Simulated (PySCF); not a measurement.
# Electronic absorption of [C5H3N2O2]-

C5H3N2O2 (charge -1).
Z-matrix (Å and degrees, GFN2-xTB geometry), rows numbered from 1:
```
O 
C   1  1.2397
O   2  1.2300  1  130.44
C   2  1.5788  1  113.06  3   179.97
C   4  1.4000  2  118.94  1     0.10
C   5  1.3767  4  117.56  2  -179.89
N   6  1.3327  5  122.17  4    -0.05
C   7  1.3234  6  115.34  5     0.00
N   8  1.3161  7  127.79  6     0.05
H   5  1.0787  4  118.90  2     0.09
H   6  1.0873  5  122.38  4   179.92
H   8  1.0874  7  115.74  6  -179.98
```

Theory: TDDFT PBE0/def2-SVPD, vertical, gas phase, core orbitals frozen in the response in PySCF 2.14.0, density-fitted response routines.

```csv
state,E (eV),ν̃ (cm⁻¹),f,|μ| (D),symmetry,"main configurations (H = HOMO, L = LUMO)"
S1,3.21,25920,0.0001,0.08,–,H→L (94%)
S2,3.30,26620,0.0003,0.17,–,H-1→L (95%)
S3,3.86,31110,0.0001,0.09,–,"H-1→L+1 (57%), H→L+1 (40%)"
S4,3.93,31730,0.0000,0.01,–,"H→L+1 (58%), H-1→L+1 (40%)"
S5,4.01,32340,0.0084,0.74,A′,H-2→L (99%)
S6,4.44,35790,0.0094,0.75,A′,H-2→L+1 (100%)
```

Triplets (Tamm–Dancoff): T1 2.90 eV, H-1→L (77%), H→L (17%); T2 3.11 eV, H→L (77%), H-1→L (18%).

The lowest singlet comes at 386 nm (310 kJ/mol) in the visible; it is dark (f under 0.0005); its leading configuration is HOMO→LUMO (94%). The largest oscillator strength of a single state is 0.0094. Löwdin shares by element: HOMO oxygen 87%, carbon 7% or more; LUMO carbon 40% or more, nitrogen 33% (atoms not listed hold the other 26%). Weighted by f, the mean energy of these states is 4.21 eV. The listed states span 1.22 eV, and the widest gap between neighbours is 0.56 eV (S2 to S3). Of the 6 states listed, none reaches f = 0.01 and 4 stay under 0.0005. S1 lies in the visible range (380 to 750 nm), at 386 nm, dark in the vertical dipole picture (f under 0.0005); light of that wavelength is violet, and its complementary colour is yellow-green; a Tamm–Dancoff triplet lies at 427 nm, without intensity as long as spin–orbit coupling is left out. No detachment energy is given for this anion; states above it aren't bound, and a finite basis only mimics them. Symmetry labels in Cs follow from the direction of the transition dipole and are given only for states with f of 0.002 or more. Singlets were solved by full linear response, triplets in the Tamm–Dancoff approximation.

Hardware: one thread, Arm Neoverse V1 (aarch64) (shared host). Cost: 32 s wall, 0.89 GiB resident at most.
